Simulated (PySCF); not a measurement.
## Hg: excitation energy

Hg [Xe] 4f14 5d10 6s2 (1S) → Hg [Xe] 4f14 5d10 6s1 6p1, s spin flipped, as a difference of total energies. Computed with PySCF 2.14 in aug-cc-pVTZ-PP with ECP60MDF (6s6p5d3f2g, 88 functions), with a scalar-relativistic core potential. Correlated levels: valence: 5s2 5p6 frozen. The calculations carry no spin-orbit coupling.

| method | excitation energy (eV) |
| --- | --- |
| UHF | 4.933 |
| MP2 (valence) | 6.039 |
| SCS-MP2 (valence) | 5.993 |

Task: How much does correlation contribute at MP2 (valence)?

Result: 6.039 − (4.933) = 1.106 eV, measured against UHF.

The upper determinant mixes two multiplicities, so it lies between the two terms.

The coupled-cluster amplitudes are large for the upper state (T1 above 0.03 or a double amplitude above 0.15), so a single reference is strained.
